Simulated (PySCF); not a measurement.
# SiB3H5N3Cl3O

The system: SiB3H5N3Cl3O, a molecule; neutral, singlet. The structure, one conformer, was relaxed in the gas phase by PBE0-D3(BJ)/def2-SVP. No frequency run checks that it is a minimum.

SMILES: Cl[Si](Cl)(Cl)OB1NBNBN1

```xyz
16

N     0.716    0.079    0.798
B     0.188    0.939    1.806
N    -1.115    1.483    1.600
B    -1.895    1.195    0.439
N    -1.321    0.329   -0.537
B    -0.022   -0.237   -0.381
O     0.468   -1.068   -1.381
Si    1.754   -1.911   -1.878
Cl    3.123   -2.143   -0.366
Cl    2.659   -0.942   -3.424
Cl    1.147   -3.754   -2.493
H     1.635   -0.324    0.930
H     0.826    1.196    2.800
H    -1.503    2.095    2.306
H    -2.998    1.665    0.287
H    -1.843    0.104   -1.373
```
Atom numbers follow the order of the file, from 1.

Shieldings: GIAO PBE0/pcSseg-1. Shifts are against computed references at the same level: H TMS (σ 31.27 ppm), Si TMS (σ 352.0 ppm). Core levels by delta-SCF with SCAN, pcX-2 on the ionised atom and pcseg-1 elsewhere, spin-free X2C; from the vacuum level, for chosen atoms.

Problem. Give the NMR and core-level values of the distinct atoms.

Solution. 
```csv
atoms,bonded to,σ (ppm),δ (ppm),core level (eV)
N1,2 B + 1 H,141.4,-,1s 404.85
B2,2 N + 1 H,71.9,-,1s 195.99
N3,2 B + 1 H,123.5,-,-
B4,2 N + 1 H,71.8,-,-
N5,2 B + 1 H,138.6,-,1s 404.85
B6,2 N + 1 O,80.0,-,1s 197.38
O7,1 B + 1 Si,186.9,-,1s 538.86
Si8,3 Cl + 1 O,372.8,-20.8,-
Cl9,1 Si,790.2,-,-
Cl10,1 Si,790.5,-,-
Cl11,1 Si,793.2,-,-
H12,1 N,25.90,5.37,-
H13,1 B,26.52,4.74,-
H14,1 N,25.80,5.47,-
H15,1 B,26.51,4.75,-
H16,1 N,26.47,4.80,-
```

Values are those of this one static structure; atoms that internal rotation interchanges would show their mean in an NMR spectrum.

The core-hole state of B2 is spin-contaminated (⟨S²⟩ 0.81 against 0.75 for a pure doublet), so that value and differences from it are less sure.

Problem. By CAM-B3LYP/def2-SVPD (TDDFT singlets, Tamm-Dancoff triplets, ionisation by delta-SCF), where does absorption start, and what does vertical ionisation take?

Solution. The lowest singlet lies at 7.03 eV (f 0.021), the strongest of the first 6 at 7.98 eV (f 0.108), the lowest triplet at 6.52 eV; vertical ionisation takes 10.20 eV.

The 3 runs behind this took 23 min in all, one thread each of Arm Neoverse N1 on a shared host, launched as `OMP_NUM_THREADS=1 python cluster_run.py task.json out`.
